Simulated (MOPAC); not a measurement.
MOPAC input (MNDO):

```
MNDO 1SCF CHARGE=1 GEO-OK AUX(PRECISION=9) THREADS=1
ClGe

Cl   -0.00000000 1   -0.00000000 1   -1.35630350 1
Ge    0.00000000 1    0.00000000 1    0.72053623 1
```

From the last part of the output:

```
                                                       MOPAC v23.2.5 Linux

          FINAL HEAT OF FORMATION =        167.73321 KCAL/MOL =     701.79575 KJ/MOL

          COSMO AREA              =         94.45 SQUARE ANGSTROMS
          COSMO VOLUME            =         81.89 CUBIC ANGSTROMS

          IONIZATION POTENTIAL    =         16.289629 EV
          HOMO LUMO ENERGIES (EV) =        -16.290 -6.345
          NO. OF FILLED LEVELS    =          5
          MOLECULAR WEIGHT        =        108.0430         POINT GROUP:  C*v

          MOLECULAR DIMENSIONS (Angstroms)

            Atom       Atom       Distance
           Ge     2   Cl     1     2.07684
           Ge     2   Cl     1     0.00000
           Cl     1   Ge     2     0.00000

          SCF CALCULATIONS        =          1

   ATOM   CHEMICAL          X               Y               Z
  NUMBER   SYMBOL      (ANGSTROMS)     (ANGSTROMS)     (ANGSTROMS)

     1      Cl         -0.00000000  *  -0.00000000  *  -1.35630350  *
     2      Ge          0.00000000  *   0.00000000  *   0.72053623  *

                             CARTESIAN COORDINATES

   1   Cl       -0.000000000    -0.000000000    -1.356303500
   2   Ge        0.000000000     0.000000000     0.720536230

           Empirical Formula: Cl Ge  =     2 atoms

      MOLECULAR POINT GROUP   :   C*v

                  EIGENVALUES
 -29.99680 -20.68322 -18.03208 -18.03208 -16.28963  -6.34540  -6.34540  -4.96032

              NET ATOMIC CHARGES AND DIPOLE CONTRIBUTIONS

  ATOM NO.   TYPE          CHARGE      No. of ELECS.   s-Pop       p-Pop
    1         Cl          -0.494296        7.4943     1.98954     5.50475
    2         Ge           1.494296        2.5057     1.93427     0.57143
 DIPOLE           X         Y         Z       TOTAL
 POINT-CHG.     0.000     0.000     8.204     8.204
 HYBRID        -0.000     0.000    -1.882     1.882
 SUM           -0.000     0.000     6.323     6.323

          ATOMIC ORBITAL ELECTRON POPULATIONS

     Atom    s        px        py        pz
    1 Cl   1.98954   1.93768   1.93768   1.62938
    2 Ge   1.93427   0.06232   0.06232   0.44680

 **********************
 *                    *
 * JOB ENDED NORMALLY *
 *                    *
 **********************

 == MOPAC DONE ==
```

The dipole moment of an ion depends on the origin.
